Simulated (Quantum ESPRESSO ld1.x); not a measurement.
Results of a calculation; reference values are marked as such.
Task: All-electron atom: Au46+ in [Ar] 3d10 4s2 4p3. Code: ld1.x of Quantum ESPRESSO 7.5. Model: Dirac Kohn-Sham, PBE, spin-unpolarised, spherical densities, point nucleus; open shells fill j = l - 1/2 first. Some entries of the table are withheld. Estimate them.

| orbital | occ. | eigenvalue (Ry) | <r> (bohr) | <r^2> (bohr^2) |
|---|---|---|---|---|
| 1s1/2 | 2 | -6100.47 | (1) | 0.0003930 |
| 2s1/2 | 2 | -1215.90 | 0.07035 | 0.005918 |
| 2p1/2 | 2 | -1173.37 | 0.05790 | 0.004188 |
| 2p3/2 | 4 | -1038.08 | 0.06641 | 0.005368 |
| 3s1/2 | 2 | -410.078 | 0.1805 | 0.03734 |
| 3p1/2 | 2 | -391.441 | (2) | 0.03392 |
| 3p3/2 | 4 | -360.469 | (3) | 0.03977 |
| 3d3/2 | 4 | -330.388 | 0.1608 | 0.03021 |
| 3d5/2 | 6 | -323.644 | 0.1653 | 0.03177 |
| 4s1/2 | 2 | -195.891 | 0.3613 | 0.1469 |
| 4p1/2 | 2 | -187.825 | 0.3568 | 0.1444 |
| 4p3/2 | 1 | -177.571 | 0.3779 | 0.1617 |

Result: 
(1) 1s1/2 <r> (bohr): 0.01686
(2) 3p1/2 <r> (bohr): 0.1706
(3) 3p3/2 <r> (bohr): 0.1853
